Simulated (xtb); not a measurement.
Cl₄Te, charge +1, doublet, from a rough starting geometry (a state made from the parent by changing its charge; the spin is typed, not shown lowest); GFN2-xTB (xtb).

xtb was given this input:
```
$ xtb mol.xyz --gfn 2 --chrg 1 --uhf 1 --opt vtight --json

# file mol.xyz
5

Te     0.03241269     0.04838787     0.67591564
Cl     1.19057738    -1.52900798    -0.50475588
Cl     1.86113633     1.51592348     0.20657130
Cl    -1.16513069     1.47741363    -0.55582980
Cl    -1.88206083    -1.43863008     0.20866583
```

The log (banner, timings and long lists left out):

```
   ID    Z sym.   atoms
    1   52 Te     1
    2   17 Cl     2-5

           -------------------------------------------------
          |                Calculation Setup                |
           -------------------------------------------------

           -------------------------------------------------
          |                 G F N 2 - x T B                 |
           -------------------------------------------------

          ...................................................
          :                      SETUP                      :
          :.................................................:
          :  # basis functions                  50          :
          :  # atomic orbitals                  45          :
          :  # shells                           15          :
          :  # electrons                        33          :
          :  max. iterations                   250          :
          :  Hamiltonian                  GFN2-xTB          :
          :  restarted?                      false          :
          :  GBSA solvation                  false          :
          :  PC potential                    false          :
          :  electronic temp.          300.0000000     K    :
          :  accuracy                    1.0000000          :
          :  -> integral cutoff          0.2500000E+02      :
          :  -> integral neglect         0.1000000E-07      :
          :  -> SCF convergence          0.1000000E-05 Eh   :
          :  -> wf. convergence          0.1000000E-03 e    :
          :  Broyden damping             0.4000000          :
          :  net charge                          1          :
          :  unpaired electrons                  1          :
          ...................................................

 iter      E             dE          RMSdq      gap      omega  full diag
   1    -17.0850440 -0.170850E+02  0.221E+01    2.49       0.0  T
   2    -13.1211110  0.396393E+01  0.267E+01    4.66       1.0  T
   3    -20.5969308 -0.747582E+01  0.104E+01    5.06       1.0  T
   4    -20.8328452 -0.235914E+00  0.939E+00    4.61       1.0  T
   5    -20.5746767  0.258169E+00  0.706E+00    5.46       1.0  T
   6    -20.8333111 -0.258634E+00  0.351E+00    5.06       1.0  T
   7    -20.8368021 -0.349099E-02  0.267E+00    4.99       1.0  T
   8    -20.8481532 -0.113511E-01  0.189E+00    4.98       1.0  T
   9    -20.8622258 -0.140727E-01  0.141E+00    4.92       1.0  T
  10    -20.8713633 -0.913750E-02  0.940E-01    4.86       1.0  T
  11    -20.8766823 -0.531903E-02  0.459E-01    4.80       1.0  T
  12    -20.8779989 -0.131657E-02  0.105E-01    4.75       1.0  T
  13    -20.8780518 -0.529370E-04  0.767E-02    4.73       1.0  T
  14    -20.8780798 -0.279768E-04  0.376E-02    4.73       1.2  T
  15    -20.8780807 -0.881383E-06  0.284E-02    4.73       1.6  T
  16    -20.8780535  0.271809E-04  0.745E-02    4.73       1.0  T
  17    -20.8780843 -0.307895E-04  0.111E-02    4.73       4.0  T
  18    -20.8780844 -0.822483E-07  0.126E-02    4.73       3.5  T
  19    -20.8780841  0.270160E-06  0.102E-02    4.74       4.4  T
  20    -20.8780847 -0.525142E-06  0.262E-03    4.73      17.1  T
  21    -20.8780846  0.139802E-07  0.206E-03    4.73      21.8  T
  22    -20.8780847 -0.229558E-07  0.608E-04    4.73      73.6  T
  23    -20.8780847  0.125267E-08  0.556E-04    4.73      80.5  T

   *** convergence criteria satisfied after 23 iterations ***

         :::::::::::::::::::::::::::::::::::::::::::::::::::::
         ::                     SUMMARY                     ::
         :::::::::::::::::::::::::::::::::::::::::::::::::::::
         :: total energy             -20.870278096587 Eh    ::
         :: gradient norm              0.030921678508 Eh/a0 ::
         :: HOMO-LUMO gap              4.734703348736 eV    ::
         ::.................................................::
         :: SCC energy               -20.878081696641 Eh    ::
[...]
 * total energy  :   -20.8776390 Eh     change       -0.7360948E-02 Eh
 * total energy  :   -20.8825047 Eh     change       -0.4865699E-02 Eh
 * total energy  :   -20.8868889 Eh     change       -0.4384163E-02 Eh
 * total energy  :   -20.8894186 Eh     change       -0.2529680E-02 Eh
 * total energy  :   -20.8897955 Eh     change       -0.3769341E-03 Eh
 * total energy  :   -20.8899883 Eh     change       -0.1928027E-03 Eh
 * total energy  :   -20.8900687 Eh     change       -0.8041037E-04 Eh
 * total energy  :   -20.8900674 Eh     change        0.1309640E-05 Eh
 * total energy  :   -20.8900795 Eh     change       -0.1208395E-04 Eh
 * total energy  :   -20.8900792 Eh     change        0.3341634E-06 Eh
 * total energy  :   -20.8900801 Eh     change       -0.9086231E-06 Eh
 * total energy  :   -20.8900801 Eh     change       -0.1584253E-07 Eh
   *** GEOMETRY OPTIMIZATION CONVERGED AFTER 13 ITERATIONS ***
         :: total energy             -20.890080099305 Eh    ::
[...]
         8        2.0000           -0.7317092             -19.9108
         9        2.0000           -0.6683167             -18.1858
        10        2.0000           -0.6651468             -18.0996
        11        2.0000           -0.6601212             -17.9628
        12        2.0000           -0.6542986             -17.8044
        13        2.0000           -0.6407166             -17.4348
        14        2.0000           -0.6404050             -17.4263
        15        2.0000           -0.6393635             -17.3980
        16        2.0000           -0.6370792             -17.3358
        17        1.0000           -0.5975047             -16.2589 (HOMO)
        18                         -0.4749785             -12.9248 (LUMO)
        19                         -0.4494197             -12.2293
        20                         -0.4030106             -10.9665
        21                         -0.2099723              -5.7136
        22                         -0.2095194              -5.7013
        23                         -0.2092170              -5.6931
        24                         -0.2060698              -5.6074
        25                         -0.2060168              -5.6060
        26                         -0.2058867              -5.6025
        27                         -0.2058418              -5.6012
        28                         -0.2047113              -5.5705
       ...                                ...                  ...
        45                          1.2246834              33.3253
      -------------------------------------------------------------
                  HL-Gap            0.1225262 Eh            3.3341 eV
             Fermi-level           -0.5767352 Eh          -15.6938 eV

     #   Z          covCN         q      C6AA      α(0)
     1  52 Te       3.271     0.282   399.648    36.948
     2  17 Cl       0.827     0.193    93.504    14.793
     3  17 Cl       0.809     0.166    94.263    14.852
     4  17 Cl       0.827     0.194    93.503    14.793
     5  17 Cl       0.809     0.166    94.264    14.852

 Mol. C6AA /au·bohr⁶  :       3430.778284
 Mol. C8AA /au·bohr⁸  :     202747.252789
 Mol. α(0) /au        :         96.237975

Wiberg/Mayer (AO) data.
largest (>0.10) Wiberg bond orders for each atom

 ---------------------------------------------------------------------------
     #   Z sym  total        # sym  WBO       # sym  WBO       # sym  WBO
 ---------------------------------------------------------------------------
     1  52 Te   4.784 --     4 Cl   1.351     2 Cl   1.351     3 Cl   1.041
                             5 Cl   1.041
     2  17 Cl   1.639 --     1 Te   1.351
     3  17 Cl   1.464 --     1 Te   1.041     5 Cl   0.230
     4  17 Cl   1.639 --     1 Te   1.351
     5  17 Cl   1.464 --     1 Te   1.041     3 Cl   0.230
 ---------------------------------------------------------------------------

Topologies differ in total number of bonds
Writing topology from bond orders to xtbtopo.mol

molecular dipole:
                 x           y           z       tot (Debye)
 q only:        0.015       0.027      -0.018
   full:        0.012       0.033       0.117       0.310
molecular quadrupole (traceless):
                xx          xy          yy          xz          yz          zz
 q only:        1.853       1.767       0.998       0.018      -0.141      -2.851
  q+dip:        2.047       1.873       1.141       0.026      -0.154      -3.187
   full:        1.264       0.806       0.874       0.037      -0.116      -2.139

optimized geometry written to: xtbopt.xyz

           -------------------------------------------------
          | TOTAL ENERGY              -20.890080099305 Eh   |
          | GRADIENT NORM               0.000049200047 Eh/α |
          | HOMO-LUMO GAP               3.334106449750 eV   |
           -------------------------------------------------

normal termination of xtb
```
